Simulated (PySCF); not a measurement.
# Electron correlation in Cl⁺ (chlorine, charge +1)

[Ne] 3s1 3p5, 3s spin antiparallel (an excited configuration). All numbers are calculated (PySCF 2.14, the non-relativistic Hamiltonian (point nucleus), in aug-cc-pwCVDZ). Frozen: 1s2; 14 electrons correlated.

MP2 pair energies summed by pair of shells (mhartree):

| pair | energy | share (%) |
| --- | --- | --- |
| 3p-3p | -137.32 | 41.5 |
| 2p-2p | -82.91 | 25.1 |
| 3s-3p | -41.31 | 12.5 |
| 2p-3p | -28.94 | 8.7 |
| 2s-2p | -24.23 | 7.3 |
| 2p-3s | -5.63 | 1.7 |
| 2s-3p | -4.97 | 1.5 |
| 2s-2s | -4.75 | 1.4 |
| 2s-3s | -0.82 | 0.2 |

Total MP2 correlation energy: -330.88 mhartree.

Same-spin part -77.68 and opposite-spin part -253.21 mhartree; SCS-MP2 scales them by 1/3 and 6/5 to -329.74 mhartree.
